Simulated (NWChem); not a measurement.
System: C2H4Cl2; SMILES CC(Cl)Cl

```xyz
8

C     -1.7241    -0.1608     0.0000
C     -0.3353     0.4232     0.0000
Cl     0.5561    -0.0641     1.4670
Cl     0.5561    -0.0641    -1.4670
H     -1.6737    -1.2585     0.0000
H     -2.2682     0.1719     0.8960
H     -2.2682     0.1719    -0.8960
H     -0.3417     1.5199     0.0000
```
Atoms are numbered in this order, from 1.

The geometry was optimised at PBE0/def2-SVP.

Symmetry labels are those of Cs in the frame above (b1 and b2, or b-type labels, depend on it).

**Question.** List the 4 lowest vertical singlet excitations from PBE0/def2-SVPD, TDA (NWChem).

**Answer.** 
```json
[
 {"state": "S1", "energy (eV)": "6.97", "oscillator strength": "0.000", "symmetry": "a'", "leading excitation (squared amplitude)": "HOMO−1 → LUMO (0.97)"},
 {"state": "S2", "energy (eV)": "7.07", "oscillator strength": "0.023", "symmetry": "a\"", "leading excitation (squared amplitude)": "HOMO → LUMO (0.93)"},
 {"state": "S3", "energy (eV)": "7.42", "oscillator strength": "0.001", "symmetry": "a\"", "leading excitation (squared amplitude)": "HOMO−2 → LUMO (0.83)"},
 {"state": "S4", "energy (eV)": "7.67", "oscillator strength": "0.006", "symmetry": "a'", "leading excitation (squared amplitude)": "HOMO−3 → LUMO (0.62)"}
]
```
